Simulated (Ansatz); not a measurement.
Relaxation of C$_{2}$H$_{6}$BF (10 atoms, charge 0, multiplicity 1), to a largest force component of 0.02 eV/Å in at most 40 steps.

Level of theory: RKS PBE-D4/def2-SVP (Ansatz 0.2.0).

```xyz
10
Properties=species:S:1:pos:R:3
B 0.000 0.000 0.000
F 0.000 0.000 1.320
C 1.386 0.000 -0.800
H 1.715 -1.046 -0.970
H 1.249 0.508 -1.777
H 2.155 0.538 -0.208
C -1.386 0.000 -0.800
H -1.946 -0.930 -0.571
H -1.990 0.880 -0.495
H -1.184 0.051 -1.890
```

Problem. Where does it end, and by what steps?

Solution. The run converged. The force dipped under the threshold on the way, but the program's further checks kept it going. After 20 steps the energy has fallen by 0.098 eV; H10 moved furthest, 0.47 Å.

```json
{"step": "0", "energy less start (eV)": "0.0000", "largest force component (eV/Å)": "1.844", "accepted": "yes"}
{"step": "1", "energy less start (eV)": "-0.0709", "largest force component (eV/Å)": "0.864", "accepted": "yes"}
{"step": "2", "energy less start (eV)": "-0.0870", "largest force component (eV/Å)": "0.286", "accepted": "yes"}
{"step": "3", "energy less start (eV)": "-0.0886", "largest force component (eV/Å)": "0.229", "accepted": "yes"}
{"step": "4", "energy less start (eV)": "-0.0908", "largest force component (eV/Å)": "0.236", "accepted": "yes"}
{"step": "5", "energy less start (eV)": "-0.0810", "largest force component (eV/Å)": "0.430", "accepted": "no"}
{"step": "6", "energy less start (eV)": "-0.0942", "largest force component (eV/Å)": "0.019", "accepted": "yes"}
{"step": "7", "energy less start (eV)": "-0.0936", "largest force component (eV/Å)": "0.168", "accepted": "no"}
{"step": "8", "energy less start (eV)": "-0.0950", "largest force component (eV/Å)": "0.033", "accepted": "yes"}
{"step": "9", "energy less start (eV)": "-0.0955", "largest force component (eV/Å)": "0.074", "accepted": "yes"}
{"step": "10", "energy less start (eV)": "-0.0954", "largest force component (eV/Å)": "0.104", "accepted": "no"}
{"step": "11", "energy less start (eV)": "-0.0959", "largest force component (eV/Å)": "0.033", "accepted": "yes"}
{"step": "12", "energy less start (eV)": "-0.0964", "largest force component (eV/Å)": "0.013", "accepted": "yes"}
{"step": "13", "energy less start (eV)": "-0.0969", "largest force component (eV/Å)": "0.040", "accepted": "yes"}
{"step": "14", "energy less start (eV)": "-0.0970", "largest force component (eV/Å)": "0.067", "accepted": "yes"}
{"step": "15", "energy less start (eV)": "-0.0972", "largest force component (eV/Å)": "0.039", "accepted": "yes"}
{"step": "16", "energy less start (eV)": "-0.0975", "largest force component (eV/Å)": "0.026", "accepted": "yes"}
{"step": "17", "energy less start (eV)": "-0.0948", "largest force component (eV/Å)": "0.258", "accepted": "no"}
{"step": "18", "energy less start (eV)": "-0.0956", "largest force component (eV/Å)": "0.215", "accepted": "no"}
{"step": "19", "energy less start (eV)": "-0.0976", "largest force component (eV/Å)": "0.011", "accepted": "yes"}
{"step": "20", "energy less start (eV)": "-0.0978", "largest force component (eV/Å)": "0.019", "accepted": "yes"}
```

```xyz
10
Properties=species:S:1:pos:R:3
B 0.003 -0.066 -0.058
F 0.000 -0.226 1.282
C 1.394 0.106 -0.774
H 1.689 -0.892 -1.174
H 1.342 0.779 -1.655
H 2.204 0.438 -0.095
C -1.389 -0.068 -0.793
H -2.161 -0.657 -0.258
H -1.753 0.986 -0.817
H -1.329 -0.399 -1.849
```

Whether the end is a true minimum wasn't checked by a vibrational analysis.

The run took 25 s on 1 thread of Intel(R) Xeon(R) 6975P-C (Granite Rapids), on a shared host, peak memory 0.14 GiB.
